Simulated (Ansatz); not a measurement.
BrHg (SMILES [Br][Hg]), doublet, at a GFN2-xTB geometry (such geometries of metal compounds can be far from the true shape) (the spin is typed, not shown lowest) (core potentials on Hg); BLYP/def2-SVP (Ansatz, a program for electronic structure).

The Ansatz input:
Ansatz 0.2 input:
```yaml
crystal:
  periodic: [false, false, false]
  atoms:
    - {symbol: Hg, position_ang: [-0.00000000, -0.00000000, -0.92386974]}
    - {symbol: Br, position_ang: [0.00000000, 0.00000000, 2.11170226]}
basis:
  gaussian:
    orbitals: def2-SVP
hamiltonian:
  xc: blyp
magnetization: {spin_polarized: false, initial_magnetization: 1}
```

What does Ansatz print? Leave out banner, timings and long lists.


```
Functional definition: BLYP
658 factors; their error is unknown
mean field evaluation 1: about -74212.4156 eV, gradient 2.0e1 eV
mean field evaluation 2: about -74161.8006 eV, gradient 1.1e2 eV
mean field evaluation 4: about -74214.7040 eV, gradient 5.6e0 eV
mean field evaluation 8: about -74214.8982 eV, gradient 4.6e-2 eV
mean field evaluation 16: about -74214.8294 eV, gradient 9.3e-5 eV
mean field evaluation 32: about -74214.6382 eV, gradient 7.3e0 eV
mean field evaluation 64: about -74154.5325 eV, gradient 5.9e1 eV
mean field evaluation 96: about -74214.8294 eV, gradient 8.5e-6 eV
mean field -74214.82943971 eV, -2727.3446772912 hartree, gradient 8.5e-6 eV, S^2 0.750000; 7 other end points of the search recorded, 0 dependent functions left out
reference -74214.82970067 eV, -2727.3446868815 hartree; 28, 27 occupied and 36, 37 virtual orbitals, 658 factors
Total energy: -74214.82970067 eV, -2727.3446868815 hartree
```
